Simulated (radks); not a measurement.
The numbers below are computed, except where a source is named.
Problem. Excited configurations of Ba17+: one electron is placed in a higher orbital outside [Kr] 4d2. The ground configuration is [Kr] 4d3. Code: a radial shooting solver on a logarithmic mesh with Libxc functionals. Model: scalar-relativistic Kohn-Sham, PBE, spin-polarised, spherical densities, finite nucleus; open shells are filled with parallel spins first (spin-orbit coupling, left out, can overturn this in heavy ions); Fermi nuclear charge, rms radius 4.8378 fm. Excitation = E - E(ground); binding = E(ion) - E, where the ion is the core of charge +18; n* = 18/sqrt(2 binding) in atomic units. These energies are relativistic, and a one-electron ion of charge +18 with no core already has n* below n in this formula (scalar-relativistic equation, point nucleus: 4f 3.999, 5s 4.993, 5p 4.996, 5f 4.999, 6s 5.992, 6p 5.995, 6d 5.998, 6f 5.999, 7d 6.997). The quantum defect is therefore taken as that value minus n*, so that it holds no relativistic shift of the bare ion.

outer orbital  excitation (eV)  binding (eV)     n*  quantum defect  eigenvalue (eV)  <r> (bohr)
4f                      106.77        348.86  3.555           0.444          -333.27      0.7168
5s                      136.95        318.68  3.719           1.273          -309.74       1.179
5p                      164.16        291.47  3.889           1.107          -283.00       1.238
5f                      246.35        209.28  4.590           0.409          -202.01       1.430
6s                      258.21        197.42  4.725           1.267          -192.72       1.890
6d                      292.10        163.53  5.192           0.806          -159.26       2.119
6f                      313.71        141.92  5.573           0.425          -137.87       2.276
7d                      340.59        115.03  6.190           0.807          -112.30       3.069

Estimate the row for 6p.

Solution. excitation (eV) 271.78; binding (eV) 183.85; n* 4.897; quantum defect 1.099; eigenvalue (eV) -179.34; <r> (bohr) 1.978. The Delta-SCF ionisation energy is 455.63 eV (NIST Atomic Spectra Database: 455 eV, theoretical). Self-interaction in the functional shifts the binding energies and quantum defects, so they are the method's values and not measured ones. Open shells are spherical and high-spin; term and fine-structure splittings are not resolved. Spin-orbit splitting is averaged out at the scalar-relativistic level.
